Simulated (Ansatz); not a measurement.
`OB(Cl)Cl` + CH₃NH₂ → `CNB(Cl)Cl` + H₂O  (ligand exchange at a B–O bond)

Program: Ansatz. Geometries: PBE0-D4/def2-TZVP. ΔE: electronic, gas phase. CCSD(T)/CBS adds triple-zeta CCSD(T) − MP2 to the extrapolated MP2 energy (def2 sets, frozen cores). This one scheme is used for every species. One conformer a species, not always the lowest.

| species | SCS-MP2/def2-TZVPP energy (Eh) |
| --- | --- |
| `OB(Cl)Cl` | -1020.03743 |
| CH₃NH₂ | -95.66487 |
| `CNB(Cl)Cl` | -1039.38387 |
| H₂O | -76.32077 |

Q: Work out ΔE.

A: ΔE = (-1039.38387) + (-76.32077) − (-1020.03743) − (-95.66487) = -0.00234 Eh = -1.5 kcal/mol. CCSD(T)/CBS gives -2.5 kcal/mol.

Largest T1 diagnostic among the species: 0.011.

Leaving LDA and LC-ωPBE aside and taking each functional with its dispersion term where it has one, the values, not all of them listed here, spread over 2.4 kcal/mol, from revPBE-D4 to B97M-V. LDA lies −2.1 kcal/mol from PBE without D4. In def2-TZVPP, CCSD(T) changes the Hartree–Fock value by −3.4 kcal/mol (the triples alone add −0.4 kcal/mol) and MP2 by −4.4 kcal/mol. The D4 term adds −1.7 kcal/mol with B3LYP and −1.0 kcal/mol with PBE0; it sums over pairs of atoms, weighted by their polarisabilities, and B3LYP, whose exchange is more repulsive, gets the larger term.

B3LYP here is the variant with VWN-RPA as its local correlation; programs differ in this.
